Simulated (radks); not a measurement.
Values are calculated unless marked as measured or tabulated.
The fluorine anion F-, [Ne], held by a Watson sphere: a shell of charge +1 at radius R that stands for the Madelung well of a crystal (potential energy -1/R inside, -1/r outside, in hartree with lengths in bohr). Level of theory: non-relativistic Kohn-Sham, LB94 model potential, spin-polarised, spherical densities, point nucleus (a radial shooting solver on a logarithmic mesh with Libxc functionals). Response by self-consistent Sternheimer equations with the Hartree and adiabatic LDA kernel. The sphere does not respond.

| R (bohr) | e(1s) (eV) | e(2s) (eV) | e(2p) (eV) | <r> 2p (bohr) | sum of <r^2> (bohr^2) | X-ray form factor at sin(theta)/lambda = 0.1 1/angstrom | alpha (bohr^3) |
|---|---|---|---|---|---|---|---|
| 1.59 | -685.84 | -34.968 | -16.958 | 1.157 | 13.45 | 9.094 | 5.221 |
| 2.01 | -684.89 | -33.149 | -15.333 | 1.188 | 14.25 | 9.049 | 6.401 |
| 2.15 | -684.53 | -32.623 | -14.841 | 1.197 | 14.46 | 9.038 | 6.791 |
| 3 | -682.46 | -30.107 | -12.404 | 1.227 | 15.34 | 8.994 | 8.910 |
| 3.2 | -682.04 | -29.650 | -11.950 | 1.231 | 15.46 | 8.989 | 9.319 |
| 3.31 | -681.82 | -29.416 | -11.717 | 1.232 | 15.52 | 8.986 | 9.527 |
| 3.47 | -681.52 | -29.095 | -11.398 | 1.235 | 15.60 | 8.983 | 9.809 |
| 3.81 | -680.93 | -28.484 | -10.788 | 1.238 | 15.73 | 8.978 | 10.33 |
